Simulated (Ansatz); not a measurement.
A nudged elastic band was laid between two geometries of C2H7FGeO (12 atoms, charge 0, multiplicity 1).

Theory: RKS PBE0/def2-SVP in Ansatz 0.2.0.

* movable images: 5
* climbing image: yes
* spring: 5.0 eV/Å²
* optimiser: quadratic models (default)
* start path: through a guess of the saddle point
* force threshold: 0.03 eV/Å
* iteration limit: 60
* end points: relaxed

First end point:

```xyz
12
Properties=species:S:1:pos:R:3
C -1.780 0.067 0.981
O -0.687 0.507 0.208
C 0.246 -0.451 -0.069
F -0.275 -1.415 -0.918
Ge 1.775 0.425 -0.975
H -1.441 -0.358 1.944
H -2.371 -0.694 0.445
H -2.414 0.941 1.180
H 0.549 -0.996 0.851
H 2.417 1.445 -0.020
H 2.806 -0.651 -1.356
H 1.253 1.125 -2.237
```

Last end point:

```xyz
12
Properties=species:S:1:pos:R:3
C -1.820 0.040 0.906
O -0.756 0.443 0.074
C 0.300 -0.422 0.033
F -0.057 -1.604 -0.598
Ge 1.754 0.433 -1.007
H -2.273 -0.900 0.550
H -2.576 0.837 0.881
H -1.479 -0.100 1.949
H 0.621 -0.715 1.055
H 2.220 1.710 -0.287
H 2.927 -0.555 -1.120
H 1.215 0.777 -2.403
```

Q: What changes between the two ends?

A: No bond is made or broken. The dihedral H6–C1–O2–C3 goes from 57 to -63°. The two ends are copies of one structure, up to a mirror image or an exchange of like atoms.

Q: Give the energies along the band, and the barrier.

A: It converged. The highest image is number 3 of 0 to 6, 0.068 eV above the ends, which have the same energy within 2 meV. A vibrational analysis at the climbing image gives one clearly imaginary mode, 176i cm⁻¹: a first-order saddle point.

```json
{"image": "0", "path coordinate (Å)": "0.00", "energy (eV)": "0.000", "dihedral H6–C1–O2–C3 (°)": "57"}
{"image": "1", "path coordinate (Å)": "0.56", "energy (eV)": "0.011", "dihedral H6–C1–O2–C3 (°)": "43"}
{"image": "2", "path coordinate (Å)": "1.11", "energy (eV)": "0.045", "dihedral H6–C1–O2–C3 (°)": "21"}
{"image": "3", "path coordinate (Å)": "1.67", "energy (eV)": "0.068", "dihedral H6–C1–O2–C3 (°)": "-5"}
{"image": "4", "path coordinate (Å)": "2.25", "energy (eV)": "0.044", "dihedral H6–C1–O2–C3 (°)": "-30"}
{"image": "5", "path coordinate (Å)": "2.83", "energy (eV)": "0.012", "dihedral H6–C1–O2–C3 (°)": "-49"}
{"image": "6", "path coordinate (Å)": "3.41", "energy (eV)": "0.000", "dihedral H6–C1–O2–C3 (°)": "-63"}
```

Q: What is the geometry of the highest image?

A: 
```xyz
12
Properties=species:S:1:pos:R:3
C -1.784 0.000 0.991
O -0.742 0.421 0.134
C 0.300 -0.445 -0.024
F -0.095 -1.561 -0.747
Ge 1.720 0.497 -1.037
H -1.628 -1.032 1.345
H -2.740 0.032 0.445
H -1.850 0.676 1.859
H 0.662 -0.835 0.950
H 2.288 1.644 -0.183
H 2.840 -0.504 -1.369
H 1.107 1.051 -2.330
```

Q: What are the harmonic wavenumbers there?

A: 176i, 112, 115, 175, 231, 339, 470, 563, 600, 765, 820, 879, 887, 1027, 1038, 1155, 1166, 1278, 1315, 1377, 1455, 1470, 1483, 2165, 2172, 2188, 3002, 3042, 3141, 3153 cm⁻¹.

Time of the run: 4.2 min on 2 threads of Arm Neoverse V2 (shared host), peak memory 0.32 GiB.
